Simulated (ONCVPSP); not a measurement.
## Configuration tests for Zr (Z = 40) (ONCV)

```json
{
 "Element": "zirconium",
 "Generator": "ONCVPSP 4.0.1",
 "Type": "optimised norm-conserving Vanderbilt (ONCV)",
 "Functional": "PBE",
 "Relativity": "scalar-relativistic",
 "Frozen core": "[Ar] 3d10",
 "Valence charge": "12",
 "Reference configuration": "4s2 4p6 4d2 5s2",
 "Partial waves": "4s+5s: rc 1.95 bohr, ncon 4, nbas 7, qcut 7.9 1/bohr, 2 projectors; 4p: rc 2.25 bohr, ncon 5, nbas 8, qcut 5.4 1/bohr, 3 projectors, debl 3.1 Ha; 4d: rc 2.30 bohr, ncon 4, nbas 9, qcut 7.4 1/bohr, 2 projectors, debl 3.4 Ha",
 "Local potential": "polynomial inside 1.80 bohr (lpopt 5, dvloc0 1 Ha)",
 "Core correction": "none"
}
```

Energies are relative to the spin-unpolarised reference configuration 4s2 4p6 4d2 5s2; without spin polarisation the order of configurations can differ from experiment.

(1) Give the all-electron excitation energy and the error of the potential for: 4s2 4p6 4d2 5s1; 4s2 4p6 4d2 5s0; 4s2 4p6 4d1 5s0; 4s2 4p6 4d2 5s0 5p2.

Levels in the configuration 4s2 4p6 4d2 5s1:

```tsv
level	all-electron (eV)	pseudo (eV)
4s	-61.180	-61.188
4p	-39.141	-39.145
4d	-9.983	-9.982
5s	-9.945	-9.945
```

Answers

(1)

```tsv
valence configuration	charge	ΔE all-electron (eV)	error AE − PS (meV)
4s2 4p6 4d2 5s1	+1	7.137	-1.3
4s2 4p6 4d2 5s0	+2	20.078	-4.3
4s2 4p6 4d1 5s0	+3	42.704	+2.1
4s2 4p6 4d2 5s0 5p2	0	6.214	-0.9
```
